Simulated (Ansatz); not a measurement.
Program: Ansatz. Geometries: PBE0-D4/def2-TZVP. ΔE: electronic, gas phase. CBS: MP2 limit from def2 TZ/QZ plus the TZ coupled-cluster correction, frozen cores. This one scheme is used for every species. Functionals use def2-TZVPP. B3LYP here is the variant with VWN-RPA as its local correlation; programs differ in this. def2 core potentials past Kr. For Sn outer-core shells are correlated without core-valence functions, which leaves a few kJ/mol of doubt a bond. One conformer a species, not always the lowest.

`[CH3][SnH2][O][AlH2]` + HCl → `[CH3][SnH2][Cl]` + `[OH][AlH2]`  (ligand exchange at the Sn–O bond)

`[CH3][SnH2][O][AlH2]`:

Z-matrix (Å, degrees):
```
C
Sn 1 2.132
H 1 1.091 2 110.4
H 1 1.090 2 109.6 3 120.2
H 1 1.090 2 109.7 3 -120.2
O 2 1.956 1 107.2 3 -178.5
H 2 1.709 1 113.1 3 65.9
H 2 1.710 1 113.1 3 -62.5
Al 6 1.677 2 148.1 1 9.9
H 9 1.589 6 119.4 2 -0.2
H 9 1.583 6 118.6 2 179.9
```

HCl:

```xyz
2

Cl    0.542   -0.195    0.277
H    -0.542    0.195   -0.277
```

`[CH3][SnH2][Cl]`:

```xyz
8

C     0.619    0.717    0.707
Sn   -0.318   -0.598   -0.676
Cl   -2.542   -0.785    0.034
H     0.542    0.298    1.710
H     1.670    0.847    0.449
H     0.117    1.684    0.681
H    -0.396    0.020   -2.263
H     0.307   -2.184   -0.642
```

`[OH][AlH2]`:

Z-matrix (Å, degrees):
```
Al
O 1 1.696
H 1 1.585 2 119.7
H 1 1.577 2 116.0 3 -180.0
H 2 0.956 1 123.4 3 -0.0
```

| level | ΔE (kJ/mol) | difference from CCSD(T)/CBS |
| --- | --- | --- |
| PBE-D4 | -66.9 | -6.3 |
| r2SCAN-D4 | -66.1 | -5.5 |
| B3LYP-D4 | -64.3 | -3.7 |
| ωB97X-V | -63.9 | -3.3 |
| ωB97M-V | -65.9 | -5.3 |
| B2PLYP | -63.3 | -2.7 |
| PBE | -69.4 | -8.8 |
| r2SCAN | -67.0 | -6.4 |
| PBE0 | -72.1 | -11.5 |
| B3LYP | -68.0 | -7.4 |
| HF/def2-TZVPP | -71.4 | -10.8 |
| MP2/def2-TZVPP | -59.8 | 0.8 |
| SCS-MP2/def2-TZVPP | -57.4 | 3.2 |
| CCSD/def2-TZVPP | -58.7 | 1.9 |
| CCSD(T)/def2-TZVPP | -56.7 | 3.9 |
| MP2/def2-QZVPP | -61.6 | -1.0 |
| CCSD(T)/CBS | -60.6 | 0 |

Largest T1 diagnostic among the species: 0.013.

The D4 term adds +3.7 kJ/mol with B3LYP and +2.3 kJ/mol with PBE0; it sums over pairs of atoms, weighted by their polarisabilities, and B3LYP, whose exchange is more repulsive, gets the larger term. In def2-TZVPP, CCSD(T) changes the Hartree–Fock value by +14.6 kJ/mol (the triples alone add +2.0 kJ/mol) and MP2 by +11.6 kJ/mol.
